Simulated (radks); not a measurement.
Values are calculated unless marked as measured or tabulated.
The ruthenium ion Ru2.25+, 41.75 electrons, occupied as [Kr] 4d(up 3.75, down 2) (fractional occupations, a model configuration).

Level of theory: scalar-relativistic Kohn-Sham, r2SCAN, spin-polarised, spherical densities, finite nucleus; meta-GGA in the generalised Kohn-Sham scheme; Fermi nuclear charge, rms radius 4.4809 fm (a radial shooting solver on a logarithmic mesh with Libxc functionals).

Energy parts (Ry):
part                        energy
total                  -9060.32695
kinetic                 9369.51436
electron-nucleus      -21783.78346
Hartree                 3620.33620
exchange-correlation    -266.39406

Orbitals (lengths in bohr, moments of r in powers of bohr; r(max) is where P^2 peaks; r(90%) holds 90 % of the orbital's charge):
orbital  occ.  eigenvalue (Ry)  r(90%)   r(max)      <r>
1s down     1        -1617.495  0.0599  0.02172  0.03344
1s up       1        -1617.494  0.0599  0.02172  0.03344
2s up       1        -235.0362   0.225   0.1228   0.1456
2s down     1        -235.0078   0.225   0.1228   0.1456
2p up       3        -210.4857   0.207  0.09827   0.1270
2p down     3        -210.4650   0.207  0.09826   0.1270
3s up       1        -43.24942   0.592   0.3610   0.4017
3s down     1        -43.24205   0.592   0.3610   0.4017
3p up       3        -35.11035   0.606   0.3545   0.4023
3p down     3        -35.10004   0.606   0.3546   0.4024
3d up       5        -22.05496   0.611   0.3018   0.3841
3d down     5        -22.03330   0.610   0.3019   0.3841
4s up       1         -7.56083    1.48   0.9168    1.020
4s down     1         -7.44402    1.48   0.9140    1.017
4p up       3         -5.29210    1.66   0.9831    1.121
4p down     3         -5.16599    1.65   0.9803    1.119
4d up    3.75         -2.06299    2.32    1.185    1.487
4d down     2         -1.93438    2.36    1.184    1.502

The highest occupied level is 4d down at -26.319 eV. Summed over all electrons, <r^2> = 29.59 bohr^2, which gives a Langevin (diamagnetic) susceptibility term of -23.4 x 10^-6 cm^3/mol.
